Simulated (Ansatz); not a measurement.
C$_{9}$H$_{17}$NZr (`C[N](C)[Zr]1234([CH3])([CH3])[C@H]5[C@@H]1[C@@H]2[C@@H]3[C@H]54`). The species carries charge 0 and has multiplicity 1. Zr: def2 effective core potential. Geometry: relaxed with PBE0-D4/def2-TZVP. It is one conformer, not always the lowest.

```xyz
28

C    -1.850   -1.421   -1.501
N    -1.621   -0.461   -0.453
C    -2.694   -0.412    0.506
Zr    0.189    0.418   -0.130
C     1.031    0.895   -2.156
C    -0.232    2.399    0.839
C     2.627   -0.201    0.385
C     2.118    0.374    1.562
C     1.091   -0.465    2.049
C     0.977   -1.571    1.180
C     1.916   -1.397    0.142
H    -0.999   -1.459   -2.188
H    -2.008   -2.436   -1.104
H    -2.736   -1.162   -2.100
H    -3.636   -0.084    0.043
H    -2.467    0.298    1.308
H    -2.880   -1.394    0.969
H     1.849    1.623   -2.107
H     1.396    0.037   -2.731
H     0.216    1.356   -2.733
H    -0.546    2.357    1.887
H     0.626    3.080    0.785
H    -1.052    2.859    0.267
H     3.407    0.206   -0.241
H     2.435    1.305    2.007
H     0.495   -0.288    2.933
H     0.282   -2.392    1.281
H     2.066   -2.063   -0.697
```

Question: What is the dipole moment at ωB97M-V/def2-TZVPP? (An estimate is asked.)

Answer: Computed: 1.69 D, with components (-0.55, -1.51, 0.53) D in this frame, pointing from negative to positive charge.

Question: And with PBE, r2SCAN, B3LYP? (Best estimate.)

Answer: Ansatz gave: PBE 1.63 D, r2SCAN 1.61 D, B3LYP 1.66 D.

Question: Give the Mulliken charges with ωB97M-V, B3LYP, r2SCAN in def2-TZVPP. (An estimate is asked.)

Answer: Computed: 
```csv
atom,ωB97M-V,B3LYP,r2SCAN
C1,-0.25,-0.18,-0.04
N2,-0.30,-0.32,-0.32
C3,-0.25,-0.18,-0.04
Zr4,0.61,0.80,0.69
C5,-0.59,-0.54,-0.44
C6,-0.59,-0.54,-0.44
C7,-0.13,-0.15,-0.13
C8,-0.14,-0.15,-0.12
C9,-0.14,-0.15,-0.11
C10,-0.11,-0.13,-0.11
C11,-0.14,-0.15,-0.11
H12,0.10,0.08,0.04
H13,0.11,0.08,0.04
H14,0.12,0.09,0.05
H15,0.12,0.09,0.05
H16,0.10,0.08,0.04
H17,0.11,0.08,0.04
H18,0.12,0.08,0.06
H19,0.11,0.08,0.06
H20,0.12,0.09,0.07
H21,0.11,0.08,0.06
H22,0.12,0.09,0.06
H23,0.12,0.09,0.07
H24,0.14,0.14,0.11
H25,0.14,0.14,0.11
H26,0.13,0.13,0.11
H27,0.13,0.13,0.10
H28,0.13,0.13,0.11
```

B3LYP here is the variant with VWN-RPA as its local correlation; programs differ in this.
